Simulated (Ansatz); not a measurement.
Mulliken charges of C$_{4}$H$_{2}$Cl$_{2}$Si (`C#C[Si](Cl)(Cl)C#C`) from ωB97M-V/def2-TZVPP in Ansatz (PBE0-D4/def2-TZVP geometry).

```
atom   x (Å)   y (Å)   z (Å)  charge (e)
  C1   0.589  -2.518   0.436       0.017
  C2   0.421  -1.439  -0.073      -0.412
 Si3   0.166   0.179  -0.831       0.642
 Cl4  -1.174   0.004  -2.349      -0.161
 Cl5   1.933   0.855  -1.575      -0.161
  C6  -0.460   1.359   0.382      -0.412
  C7  -0.878   2.145   1.194       0.017
  H8   0.739  -3.473   0.887       0.234
  H9  -1.247   2.841   1.912       0.234
```

Q: By hand: the dipole of these point charges (1 e Å = 4.8032 D).

A: Σ q r = (-0.123, -0.145, 0.654) e Å, of length 0.681 e Å = 3.27 D.

Q: How does the dipole of the full density compare? (An estimate is asked.)

A: Ansatz gave: (-0.080, -0.094, 0.422) e Å, 2.11 D; the point charges give 1.55 times that, at 0° from its direction.

Point charges leave out the atoms' own dipoles, such as those of lone pairs, and Mulliken's split depends on the basis, so the two needn't agree.
